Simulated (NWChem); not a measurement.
Species: BeHSCl; SMILES [SH][Be][Cl]

```xyz
4

Be     0.0259    -0.0402     0.0000
Cl     0.0153    -1.8551     0.0000
S      0.0582     1.8601     0.0000
H     -1.2939     1.9353     0.0000
```
Atoms are numbered in this order, from 1.

All runs: NWChem. The geometry was optimised at PBE0/def2-SVP. Ions are spin-unrestricted doublets at the neutral geometry; other ion states weren't tried.

For level PBE/def2-SVP:

```yaml
vertical ionisation energy, ΔSCF (eV): 10.08
"−ε(HOMO) (eV)": 6.57
```

### Question
How do the values read with level PBE0/def2-SVP instead?

### Answer
The vertical ionisation energy, ΔSCF (eV) comes out as 10.33 and the −ε(HOMO) (eV) is 7.83.
